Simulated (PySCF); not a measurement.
dibromofluoroborane(3), BBr2F, SMILES FB(Br)Br, point group C2v.

Level: PBE0/pcSseg-1 in PySCF (density fitting, grid level 2); geometry and Hessian at that level, cubic constants and property derivatives from steps of ±0.6 along each species' dimensionless normal coordinates, second-order vibrational perturbation theory. The parent has the commonest isotopes.

Equilibrium geometry (Å):

```tsv
atom	x	y	z
F1	-0.1419	1.3667	-0.5494
B2	-0.0038	0.1318	-0.1474
Br3	-1.4630	-0.7256	0.7133
Br4	1.6496	-0.7539	-0.4423
```

Question: Give the equilibrium and ground-state rotational constants (MHz) of parent; ⁸¹Br at 3; ¹⁰B at 2; ¹⁰B at 2, ⁸¹Br at 3; ⁸¹Br at 3, ⁸¹Br at 4.

Answer: 
| species | Ae | Be | Ce | A0 | B0 | C0 | Δ0 (u Å²) | harmonic ZPE (cm⁻¹) |
| --- | --- | --- | --- | --- | --- | --- | --- | --- |
| parent | 5681.2 | 1161.8 | 964.54 | 5666.3 | 1158.7 | 961.26 | 0.381 | 1788 |
| ⁸¹Br at 3 | 5671.5 | 1147.4 | 954.34 | 5656.6 | 1144.3 | 951.1 | 0.382 | 1787 |
| ¹⁰B at 2 | 5707.7 | 1161.8 | 965.3 | 5692 | 1158.5 | 961.91 | 0.380 | 1843 |
| ¹⁰B at 2, ⁸¹Br at 3 | 5698.1 | 1147.4 | 955.09 | 5682.5 | 1144.2 | 951.74 | 0.381 | 1841 |
| ⁸¹Br at 3, ⁸¹Br at 4 | 5661.7 | 1133.1 | 944.15 | 5646.9 | 1130.1 | 940.95 | 0.382 | 1786 |

Δ0 = Ic − Ia − Ib from the ground-state constants.

Question: How is the parent's vibrational correction B0 − Be made up?

Answer: 
```
axis  harmonic  Coriolis  cubic  total (MHz)
   a      10.9    -0.705  -25.1        -14.9
   b      1.04    -0.014  -4.15        -3.12
   c     0.346     -0.04  -3.58        -3.28
```

Question: And its quartic centrifugal distortion constants from the harmonic force field?

Answer: Asymmetric top, A reduction, Ir representation: ΔJ = 0.131 kHz, ΔJK = -0.841 kHz, ΔK = 9.17 kHz, δJ = 0.032 kHz, δK = 0.486 kHz.

Question: Which nuclear quadrupole couplings χaa, χbb, χcc (MHz) does the parent show, at equilibrium and averaged?

Answer: 11B at 2: -1.1, -1.5, 2.6 and -1.1, -1.5, 2.6; 79Br at 3: 223.1, -124.4, -98.7 and 222.4, -123.7, -98.7; 79Br at 4: 223.1, -124.4, -98.7 and 222.4, -123.7, -98.7.

A mode lies under 250 cm⁻¹, where this perturbation treatment is rough.
